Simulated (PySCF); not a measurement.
C3H9NSi.
Z-matrix (Å and degrees, PBE0-D3(BJ)/def2-SVP geometry), rows numbered from 1:
```
C 
C   1  1.3363
C   2  1.4924  1  126.02
Si  3  1.8912  2  110.42  1   100.43
N   4  1.7362  3  108.86  2    49.46
H   1  1.0949  2  121.57  3     2.65
H   1  1.0929  2  121.36  3  -177.71
H   2  1.0978  1  118.42  3   177.28
H   3  1.1027  2  111.38  1   -19.87
H   3  1.1027  2  110.87  1  -140.18
H   4  1.5031  3  107.00  2   -75.75
H   4  1.4963  3  111.37  2   166.60
H   5  1.0143  4  118.11  3   157.84
H   5  1.0151  4  118.30  3   -65.70
```

Method used: PBE0-D3(BJ)/def2-SVP geometry optimisation, gas phase in PySCF.

Masses are those of the commonest isotopes; rigid-rotor values at the optimised geometry. The values belong to one conformer with, in the numbering `[CH2:1]=[CH:2][CH2:3][SiH2:4][NH2:5]`, C1–C2–C3–Si4 100°, C2–C3–Si4–N5 49°, C3–Si4–N5–H 158° and -66°.

**Question.** What are A, B and C (MHz)?

**Answer.** Ia = 69.93, Ib = 230.11, Ic = 259.82 u·Å²; 505379 MHz·u·Å²/I gives A = 7227, B = 2196, C = 1945 MHz.

**Question.** What kind of rotor is it?

**Answer.** A near-prolate asymmetric top. Ray's parameter κ = (2B − A − C)/(A − C) = -0.905; −1 is the prolate and +1 the oblate limit.

**Question.** Is it planar, by Δ = Ic − Ia − Ib?

**Answer.** Not planar: Δ = Ic − Ia − Ib = -40.21 u·Å². For a rigid frame Δ = −2 Σ m c², so Σ m c² = 20.11 u·Å² lies off the ab plane: 8.62 from hydrogen and 11.49 from heavier atoms. The atom farthest from that plane is 1.76 Å away.

**Question.** Give the other two planar moments, Paa and Pbb, and the rms extents of the mass along the axes.

**Answer.** Paa = Σ m a² = (Ib + Ic − Ia)/2 = 210.00 and Pbb = Σ m b² = (Ia + Ic − Ib)/2 = 49.82 u·Å². With the mass M = 87.05 u, the rms extents √(P/M) along a, b and c are 1.55, 0.76, 0.48 Å.

**Question.** Which types of transition are allowed, and where do some lines up to J = 2 fall?

**Answer.** The dipole components are |μa| = 0.54 D, |μb| = 0.88 D, |μc| = 0.15 D. The squared components, which scale the intensities, stand as 0.37 : 1.00 : 0.03 (a : b : c). Some lines, for components of 0.1 D or more:

```json
{"type": "a", "branch": "Q", "J(Ka,Kc)": "2(1,1) ← 2(1,2)", "MHz": "753", "lower level (cm⁻¹)": "0.574"}
{"type": "b", "branch": "R", "J(Ka,Kc)": "2(0,2) ← 1(1,1)", "MHz": "3242", "lower level (cm⁻¹)": "0.306"}
{"type": "a", "branch": "R", "J(Ka,Kc)": "1(0,1) ← 0(0,0)", "MHz": "4141", "lower level (cm⁻¹)": "0.000"}
{"type": "c", "branch": "Q", "J(Ka,Kc)": "2(1,2) ← 2(0,2)", "MHz": "4789", "lower level (cm⁻¹)": "0.414"}
{"type": "c", "branch": "Q", "J(Ka,Kc)": "1(1,1) ← 1(0,1)", "MHz": "5031", "lower level (cm⁻¹)": "0.138"}
{"type": "b", "branch": "Q", "J(Ka,Kc)": "1(1,0) ← 1(0,1)", "MHz": "5282", "lower level (cm⁻¹)": "0.138"}
{"type": "b", "branch": "Q", "J(Ka,Kc)": "2(1,1) ← 2(0,2)", "MHz": "5543", "lower level (cm⁻¹)": "0.414"}
{"type": "a", "branch": "R", "J(Ka,Kc)": "2(1,2) ← 1(1,1)", "MHz": "8031", "lower level (cm⁻¹)": "0.306"}
{"type": "a", "branch": "R", "J(Ka,Kc)": "2(0,2) ← 1(0,1)", "MHz": "8273", "lower level (cm⁻¹)": "0.138"}
{"type": "a", "branch": "R", "J(Ka,Kc)": "2(1,1) ← 1(1,0)", "MHz": "8534", "lower level (cm⁻¹)": "0.314"}
{"type": "b", "branch": "R", "J(Ka,Kc)": "1(1,1) ← 0(0,0)", "MHz": "9172", "lower level (cm⁻¹)": "0.000"}
{"type": "c", "branch": "R", "J(Ka,Kc)": "1(1,0) ← 0(0,0)", "MHz": "9424", "lower level (cm⁻¹)": "0.000"}
{"type": "b", "branch": "R", "J(Ka,Kc)": "2(1,2) ← 1(0,1)", "MHz": "13063", "lower level (cm⁻¹)": "0.138"}
{"type": "c", "branch": "R", "J(Ka,Kc)": "2(1,1) ← 1(0,1)", "MHz": "13816", "lower level (cm⁻¹)": "0.138"}
{"type": "c", "branch": "Q", "J(Ka,Kc)": "2(2,1) ← 2(1,1)", "MHz": "15093", "lower level (cm⁻¹)": "0.599"}
{"type": "b", "branch": "Q", "J(Ka,Kc)": "2(2,0) ← 2(1,1)", "MHz": "15103", "lower level (cm⁻¹)": "0.599"}
{"type": "b", "branch": "Q", "J(Ka,Kc)": "2(2,1) ← 2(1,2)", "MHz": "15847", "lower level (cm⁻¹)": "0.574"}
{"type": "b", "branch": "R", "J(Ka,Kc)": "2(2,1) ← 1(1,0)", "MHz": "23627", "lower level (cm⁻¹)": "0.314"}
{"type": "c", "branch": "R", "J(Ka,Kc)": "2(2,0) ← 1(1,0)", "MHz": "23636", "lower level (cm⁻¹)": "0.314"}
{"type": "c", "branch": "R", "J(Ka,Kc)": "2(2,1) ← 1(1,1)", "MHz": "23878", "lower level (cm⁻¹)": "0.306"}
{"type": "b", "branch": "R", "J(Ka,Kc)": "2(2,0) ← 1(1,1)", "MHz": "23888", "lower level (cm⁻¹)": "0.306"}
```

**Question.** Estimate the classical rotational partition function at 50 K, 298.15 K and 500 K.

**Answer.** Point group C1, symmetry number σ = 1; q = (√π/σ)·√((kT/h)³/(ABC)), k/h = 20836.6 MHz/K: 10700 at 50 K, 156000 at 298.15 K, 339000 at 500 K.

Stationary, but not proved a minimum. Constants of a rigid frame at the computed geometry: no zero-point averaging, no centrifugal distortion. A rigid rotor knows nothing of inversion at nitrogen, which can split or shift real lines. Quadrupole hyperfine structure (14N) is left out.
